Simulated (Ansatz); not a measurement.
CH$_{6}$AlFGeO. Charge 0, multiplicity 1. The bonds changed during the relaxation, so this is another structure than the one it started from. The structure was optimised at the PBE0-D4/def2-TZVP level. It is one conformer, not always the lowest.

```xyz
11

O    -0.254   -1.149    0.702
Ge    0.792    0.392    1.047
C     0.455    0.964   -0.741
Al   -0.832   -0.564   -1.034
F    -2.428   -0.134   -0.784
H    -0.751   -1.629    1.368
H     0.088    1.079    2.229
H     2.154   -0.181    1.463
H     1.356    0.963   -1.354
H    -0.015    1.948   -0.778
H    -0.566   -1.688   -2.118
```

Q: What is the dipole moment at ωB97M-V/def2-TZVPP? (Best estimate.)

A: Computed: 4.45 D, with components (2.71, 0.39, 3.51) D in this frame, pointing from negative to positive charge.

Q: And with PBE, r2SCAN, B3LYP? (Estimate.)

A: Ansatz gave: PBE 4.22 D, r2SCAN 4.31 D, B3LYP 4.35 D.

Q: Give the Mulliken charges with ωB97M-V, PBE, B3LYP in def2-TZVPP. (Best estimate.)

A: The calculation gave: 
```
atom  ωB97M-V    PBE  B3LYP
  O1    -0.34  -0.30  -0.35
 Ge2     0.34   0.31   0.35
  C3    -0.54  -0.39  -0.44
 Al4     0.55   0.47   0.58
  F5    -0.39  -0.36  -0.40
  H6     0.18   0.19   0.19
  H7     0.03   0.00   0.01
  H8     0.03   0.00   0.00
  H9     0.14   0.12   0.12
 H10     0.14   0.12   0.12
 H11    -0.15  -0.16  -0.18
```

B3LYP here is the variant with VWN-RPA as its local correlation; programs differ in this.
